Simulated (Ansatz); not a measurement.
Ideal-gas functions of B₂Br₂F₄, SMILES `F[B-]1(F)[Br+][B-](F)(F)[Br+]1` at 400 K and 1 bar, from an Ansatz frequency run at PBE0-D4/def2-TZVP.

Molar mass 257.42 g/mol, point group D2h (symmetry number 4), electronic degeneracy 1, moments of inertia 484.171, 502.334, 787.391 u Å². Harmonic wavenumbers (cm⁻¹, unscaled): 19, 125, 166, 184, 198, 218, 271, 271, 272, 296, 372, 525, 553, 661, 1057, 1101, 1401, 1409.

Use S(trans) = R[1.5 ln M + 2.5 ln T − 1.1517]; rotational temperatures θ = 24.2544 K / I; S(rot) = R[ln(√π/σ · √(T³/θAθBθC)) + 1.5]; for each mode x = 1.438777 ν̃/T, S = R[x/(eˣ − 1) − ln(1 − e⁻ˣ)] and H = RT x/(eˣ − 1); 1 cm⁻¹ = 0.0119627 kJ/mol; R = 8.31446 J/(mol·K).

Question: By hand: the entropy, in J/(mol·K).

Answer: Translation 184.2. Rotation: θ = 0.0501, 0.0483, 0.0308 K, giving 119.9. Vibration, mode by mode: 30.63, 15.03, 12.72, 11.90, 11.31, 10.55, 8.85, 8.85, 8.82, 8.18, 6.49, 4.16, 3.84, 2.83, 0.91, 0.80, 0.33, 0.32, in all 146.5. Electronic 0.0. Sum 450.6 J/(mol·K).

Question: By hand: H − E and G − E in kJ/mol, counted from the electronic energy.

Answer: Zero-point energy ½ × 9099 × 0.0119627 = 54.4; thermal vibration 28.2; translation, rotation and pV give 4 RT = 13.3. H − E = 95.9 kJ/mol, and G − E = 95.9 − 400 × 450.6/1000 = -84.3 kJ/mol.

Vibration gives 33 % of the entropy, 45.7 J/(mol·K) of it from the modes under 150 cm⁻¹: soft modes count most, and the harmonic formula is weakest for them.
